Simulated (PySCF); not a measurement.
**Polarisability and C₆ of Sb⁺ (antimony, charge +1)**

[Kr] 4d10 5s2 5p2, high-spin 3P determinant. Computed with PySCF 2.14 in aug-cc-pVQZ-PP with ECP28MDF (7s7p5d3f2g, 92 functions), with a scalar-relativistic core potential. Coupled (time-dependent) response in atomic units; α is the mean over directions.

| method | mean α (bohr³) | α xx, yy, zz | C₆ (like pair) | S(−4) |
| --- | --- | --- | --- | --- |
| TPSSh | 25.25 | 23.29, 26.23, 26.23 | 207.1 | 164.7 |

S(−4) is the Cauchy moment in α(ω) = α(0) + S(−4) ω² + …

Spin-orbit coupling is absent.

α(iu) at TPSSh:

```csv
u (hartree),α(iu) (bohr³)
0,25.25
0.0500,24.85
0.100,23.72
0.200,20.19
0.300,16.37
0.500,10.59
0.750,6.659
1.00,4.626
1.50,2.716
2.00,1.844
3.00,1.038
5.00,0.4627
```

A single London oscillator, α(iu) = α/(1 + u²/ω²), gives C₆ = (3/4) ω α². Matching the computed C₆ needs ω = 4 × 207.1 / (3 × 25.25²) = 0.433 hartree.

For an ion, C₆ is the dispersion term alone; charge-induced terms of lower order in 1/R come first.

The components differ because the open shell of this determinant is not spherical; for a pure term their mean is the scalar polarisability.

Energies and moments cover only the electrons outside the core potential.
